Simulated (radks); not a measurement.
Values are calculated unless marked as measured or tabulated.
Numerical settings for the copper ion Cu2+, [Ar] 3d9. Level of theory: Dirac Kohn-Sham, PBE, spin-unpolarised, spherical densities, point nucleus; open shells fill j = l - 1/2 first (a radial shooting solver on a logarithmic mesh with Libxc functionals). The defaults (mesh step 0.008 in ln r, mesh end at 40 bohr or more with all orbitals vanishing there, Anderson mixing 0.5 over 9 steps, residual threshold near 1e-9 with the energy settled to 1e-9 hartree or 1e-11 of itself, here a cap of 88 iterations) give E = -1653.8226 hartree and 3d5/2 at -29.495 eV in 15 iterations. Run on one thread of a shared host, so times are rough (Arm Neoverse V1): 0.1 s of CPU time, 0.1 s wall, 15 iterations on 2476 mesh points. Changes against that run (0 stands for a change within the tolerance of the run):

mesh step in ln r 0.012: iterations 15; converged yes; E (mhartree) 0; e(3d5/2) (meV) 0; CPU (s) 0.07
mesh step in ln r 0.2: iterations 2; converged no; E (mhartree) diverged; CPU (s) 0.01
mesh step in ln r 0.03: iterations 15; converged yes; E (mhartree) +0.00065; e(3d5/2) (meV) 0; CPU (s) 0.04
mesh end (bohr) 5: iterations 15; converged yes; E (mhartree) +0.88; e(3d5/2) (meV) +51.9; CPU (s) 0.09
mesh end (bohr) 20: iterations 15; converged yes; E (mhartree) 0; e(3d5/2) (meV) 0; CPU (s) 0.1
residual threshold 0.01: iterations 10; converged yes; E (mhartree) 0; e(3d5/2) (meV) -3.29; CPU (s) 0.08
residual threshold 0.1: iterations 10; converged yes; E (mhartree) 0; e(3d5/2) (meV) -3.29; CPU (s) 0.08
mixing 0.01: iterations 24; converged yes; E (mhartree) 0; e(3d5/2) (meV) 0; CPU (s) 0.15
linear mixing, mixing 0.2: iterations 88; converged yes; E (mhartree) 0; e(3d5/2) (meV) 0; CPU (s) 0.4
linear mixing, mixing 1: iterations 88; converged no; E (mhartree) +6.8e+04; e(3d5/2) (meV) +2.32e+04; CPU (s) 1.2
mixing history 20: iterations 22; converged yes; E (mhartree) 0; e(3d5/2) (meV) 0; CPU (s) 0.13
iteration cap 3: iterations 3; converged no; E (mhartree) +124; e(3d5/2) (meV) -1.75e+03; CPU (s) 0.02

No run marked as converged misses the energy by more than 1 mhartree. A mesh that ends early acts as a hard wall.
